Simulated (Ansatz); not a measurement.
Reactions of `NB(F)Br`.

Calculated with Ansatz (gas phase, PBE0-D4/def2-TZVP geometries, no zero-point term in ΔE). CBS: MP2 limit from def2 TZ/QZ plus the TZ coupled-cluster correction, frozen cores. This one scheme is used for every species, atoms too. Open shells (•) are unrestricted, without spin–orbit coupling. Spin–orbit coupling would lower the free atoms: a little for B, F; clearly for Br. Elements past krypton have def2 core potentials. For Br, Sn outer-core shells are correlated without core-valence functions, so the limit isn't a true one: a few kJ/mol of doubt a bond, and 10 to 20 or more in all where bonds break to atoms. Scalar relativity is left out up to krypton. One conformer a species, not always the lowest.

**Question.** Order these by ΔE at CCSD(T)/CBS, lowest first. (Estimate.)
A. `NB(F)Br` → B• + Br• + F• + 2 H• + N•
B. `NB(F)Br` + `[SH][SnH2][Cl]` → `NB(F)S` + `[Cl][SnH2][Br]`
C. `NB(F)Br` + HBr → `NB(Br)Br` + H–F
D. `NB(F)Br` + `CO[CH2][AlH][CH3]` → `COB(N)Br` + `[CH3][AlH][CH2]F`
E. `NB(F)Br` + `[SiH3][SiH](Br)Br` → `FB(Br)Br` + `N[SiH]([SiH3])Br`
F. `NB(F)Br` + H–F → `NB(F)F` + HBr

**Answer.** F (-61.8 kJ/mol), B (-22.1 kJ/mol), D (+23.1 kJ/mol), C (+51.4 kJ/mol), E (+91.3 kJ/mol), A (+2333.4 kJ/mol).

Largest T1 diagnostic: 0.014, for B•.
